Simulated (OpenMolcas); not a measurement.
Ti3+ (d1) among equal point charges was computed by CASSCF with the d shell active (OpenMolcas, ANO-RCC-VDZP on the metal). Its lowest spin-free states, and all those of the highest spin:

| 2S+1 | Degeneracy | E (cm-1) |
| --- | --- | --- |
| 2 | 2 | 0.0 |
| 2 | 2 | 6870 |
| 2 | 1 | 11359 |

Q: Is the site octahedral, tetrahedral or cube-like, axial, or of lower symmetry?

A: The states with 2S+1 = 2 have orbital degeneracies 2, 2, 1. There are pairs but no triples, so the site is axial: not cubic, but with a proper or improper axis of order three or more. The run had Ti3+ among 2 point charges of -1 e arranged as a linear pair (D∞h), 1.8 Å from the ion.

This is an electrostatic model: the charges have no orbitals. No measured value stands beside these numbers.
